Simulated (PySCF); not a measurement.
Compound: H5PSeSi.
InChI=1S/H5PSeSi/c1-3-2/h2H,1,3H2

The calculation used MP2 and CCSD/aug-cc-pVDZ in PySCF, restricted Hartree–Fock reference, 19 core orbitals frozen, non-relativistic, gas phase, PBE0-D3(BJ)/def2-SVP geometry.

E(HF) = -3032.42554 Eh.

Problem. How large is the problem?

Solution. 135 basis functions and 68 electrons; 19 orbitals frozen, which leaves o = 15 correlated occupied and v = 101 virtual orbitals. That is o·v = 1515 singles and o·v(o·v + 1)/2 = 1148370 distinct closed-shell doubles amplitudes before symmetry; the costliest CCSD step grows as o²v⁴ = 2.3 × 10^10.

Problem. What are the MP2 and CCSD correlation energies?

Solution. MP2 -0.3840 Eh and CCSD -0.4384 Eh, which gives totals of -3032.80954 and -3032.86398 Eh. That is 0.398 eV for each correlated electron at CCSD (1151 kJ/mol in all, 0.014 % of the total energy); MP2 gives 87.6 % of the CCSD value.

Problem. What is the T1 diagnostic?

Solution. 0.0109, below the customary warning level of 0.02. It is the norm of the spatial-orbital singles amplitudes over the root of the number of correlated electrons, so the norm is 0.060.

Problem. How does correlation change the dipole moment?

Solution. HF gives 0.69 D and CCSD (unrelaxed density) 0.61 D, a change of -0.08 D; the two vectors are 6° apart.

No triples correction and no basis-set extrapolation were made.

The job also held the EOM ionisation roots. Hardware: one thread, Intel Xeon at 2.60 GHz (x86_64), shared host. Cost: 69 s wall, 1.7 GiB resident at most.

Shape of the structure used: `[PH2:1][SiH2:2][SeH:3]`: H–P1–Si2–Se3 53°, H–P1–Si2–Se3 -41°, H–Se3–Si2–P1 -63°.

One conformer stands for the species.
